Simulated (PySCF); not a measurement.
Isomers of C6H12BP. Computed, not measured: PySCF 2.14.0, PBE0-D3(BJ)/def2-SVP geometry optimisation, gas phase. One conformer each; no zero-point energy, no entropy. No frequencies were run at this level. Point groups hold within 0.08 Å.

Question: Rank from lowest to highest electronic energy at this level (kcal/mol).
A. `[BH3-][P+]1(C)C=CCC=C1`
B. `[BH3-:1][P+:2]1([CH2:3][C:4]#[CH:5])[CH2:6][CH2:7][CH2:8]1` with B1–P2–C3–C4 179°, B1–P2–C6–C7 131°, P2–C6–C7–C8 -10°, C6–C7–C8–P2 10°, B1–P2–C8–C7 -132°
C. `[BH3-:1][P+:2]1([C:3]#[C:4][CH3:5])[CH2:6][CH2:7][CH2:8]1` with B1–P2–C6–C7 137°, P2–C6–C7–C8 -19°, C6–C7–C8–P2 19°, B1–P2–C8–C7 -137°

Answer: A (0.0), C (33.0), B (38.1).

As drawn, the highest has a four-membered ring, which the lowest lacks.

```tsv
SMILES	E (Eh)	E rel (kcal/mol)	dipole (D)	point group	A, B, C (MHz)
[BH3-][P+]1(C)C=CCC=C1	-601.30526	0.0	6.05	Cs	2696, 1352, 1239
[BH3-][P+]1(C#CC)CCC1	-601.25260	33.0	5.66	–	2483, 1079, 880.5
[BH3-][P+]1(CC#C)CCC1	-601.24452	38.1	4.78	–	2382, 1465, 1106
```

How do the relative energies change in single points at PBE0/pcSseg-1 (no added dispersion term) on the same geometries?

| SMILES | PBE0-D3(BJ)/def2-SVP (kcal/mol) | PBE0/pcSseg-1 (kcal/mol) | shift |
| --- | --- | --- | --- |
| [BH3-][P+]1(C)C=CCC=C1 | 0.0 | 0.0 | 0.0 |
| [BH3-][P+]1(C#CC)CCC1 | 33.0 | 31.5 | -1.5 |
| [BH3-][P+]1(CC#C)CCC1 | 38.1 | 37.5 | -0.6 |

Each column counts from its own lowest isomer. The order is unchanged; the largest shift is 1.5 kcal/mol.
